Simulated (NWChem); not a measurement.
Molecule: H₂BO₃, doublet; SMILES [O]B(O)O

Computed with NWChem. Pople sets run with spherical d functions. Spin-unrestricted. No stability test was run on the SCF state. Each level has its own optimisation; frequencies are unscaled. Brackets give each atom's bonded neighbours. One conformer.

| level | r B–O [B(OOO)–O(B)] (Å) | r B–O [B(OOO)–O(BH)] (Å) | r H–O (Å) | highest harmonic frequency (cm⁻¹) | lowest (cm⁻¹) | zero-point energy (kcal/mol) | dipole (D) |
|---|---|---|---|---|---|---|---|
| BLYP/def2-SVP | 1.364 | 1.385 | 0.976 | 3700 | 115 | 20.9 | 3.71 |
| B3LYP/3-21G | 1.401 | 1.388 | 0.987 | 3590 | 288 | 21.1 | 4.36 |
| B3LYP/6-31G* | 1.377 | 1.372 | 0.967 | 3800 | 251 | 21.9 | 3.92 |
| PBE-D3(BJ)/def2-SVP | 1.363 | 1.382 | 0.974 | 3748 | 116 | 21.1 | 3.72 |
